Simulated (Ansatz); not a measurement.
Cost and result for the atomization energy of F2H4OSSi2, SMILES `F[SiH](F)O[SiH2]S` (10 atoms, 9 bonds).

Cartesian coordinates in Å:
```
F -1.392 -0.995 -2.164
Si -1.248 0.360 -1.362
F -2.669 0.682 -0.749
O -0.178 0.180 -0.187
Si 0.523 -0.326 1.203
S 2.430 0.560 1.480
H -0.858 1.430 -2.282
H -0.291 0.124 2.352
H 0.643 -1.799 1.140
H 3.039 -0.217 0.568
```

Charge 0, multiplicity 1. All single points use the PBE0-D4/def2-TZVP geometry. It is one conformer, not always the lowest. Program: Ansatz. All runs use 4 threads of an Arm Neoverse V1 on a shared host. Times are those of one run each, without the atoms' runs, and a repeat can differ threefold. Electronic energies, without spin–orbit coupling; frozen cores. CCSD(T)/CBS adds CCSD(T) − MP2 in def2-TZVPP to the MP2 limit, and its time is that of the two runs behind it. T1 = 0.012. B3LYP takes the VWN-RPA correlation (the form of Gaussian; ORCA's B3LYP/G).

CCSD(T)/CBS is a level of theory with its own doubt, some kJ/mol a heavy atom from the limit and from the frozen cores, so smaller differences don't rank the functionals.

```tsv
level	functions	wall time	atomization (kJ/mol)	difference from CCSD(T)/CBS	per bond
PBE-D4/def2-TZVPP (with forces)	275	3.5 s	3806.3	-26.9	-3.0
PBE0-D4/def2-TZVPP	275	4.9 s	3743.4	-89.8	-10.0
r2SCAN-D4/def2-TZVPP (with forces)	275	7 s	3811.9	-21.3	-2.4
B3LYP-D4/def2-TZVPP (with forces)	275	7.5 s	3774.7	-58.5	-6.5
B2PLYP/def2-TZVPP	275	8.5 s	3756.5	-76.7	-8.5
ωB97X-V/def2-TZVPP	275	12 s	3826.1	-7.1	-0.8
ωB97M-V/def2-TZVPP (with forces)	275	18 s	3819.5	-13.7	-1.5
MP2/def2-QZVPP	501	32 s	3891.0	57.8	6.4
CCSD(T)/def2-TZVPP	275	6.5 min	3709.2	-124.0	-13.8
CCSD(T)/CBS(def2)	–	7 min	3833.2	0.0	0.0
```

From PBE to PBE0 (25 % exact exchange), in def2-TZVPP and without D4, the atomization energy moves by −59.2 kJ/mol: exact exchange takes away binding that semilocal exchange gives to molecules. In def2-TZVPP, CCSD(T) changes the Hartree–Fock value by +875.2 kJ/mol (the triples alone add +52.6 kJ/mol) and MP2 by +980.5 kJ/mol; breaking electron pairs costs correlation energy, which Hartree–Fock lacks. The D4 term adds +40.9 kJ/mol with B3LYP and +21.6 kJ/mol with PBE0; it sums over pairs of atoms, weighted by their polarisabilities, and B3LYP, whose exchange is more repulsive, gets the larger term.
